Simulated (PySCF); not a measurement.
silyl(silyloxy)silane (H8OSi3), SMILES [SiH3][SiH2]O[SiH3]. Atoms are numbered in the order given.

```xyz
12

Si     1.7505     1.1387     0.6002
O      1.1876    -0.2873    -0.0406
Si    -0.1447    -1.0762    -0.6621
Si    -2.1317    -0.0231     0.0408
H      2.4023     1.9535    -0.4593
H      2.7374     0.8285     1.6649
H      0.6179     1.9150     1.1813
H     -0.0721    -1.0794    -2.1509
H     -0.1129    -2.4883    -0.1934
H     -2.1876     1.3789    -0.4628
H     -3.3110    -0.7667    -0.4887
H     -2.2117     0.0058     1.5288
```
Charge 0, spin multiplicity 1.

Coordinates come from a TPSSh-D3(BJ)/def2-SVP optimisation. Other conformers were not sampled.

All values below come from PBE/def2-TZVP in PySCF.

Gas-phase values at a fixed geometry.

total energy: -948.08505 hartree
highest occupied level: -6.77 eV
lowest empty level: -1.51 eV
orbital gap: 5.26 eV
dipole moment: 0.21 D
quadrupole, principal values (traceless, Buckingham form, about the centre of nuclear charge): -2.46, -0.08, 2.54 D·Å
mean static polarisability: 87.7 bohr³ (13.00 Å³)
polarisability, principal values: 76.9, 86.9, 99.4 bohr³
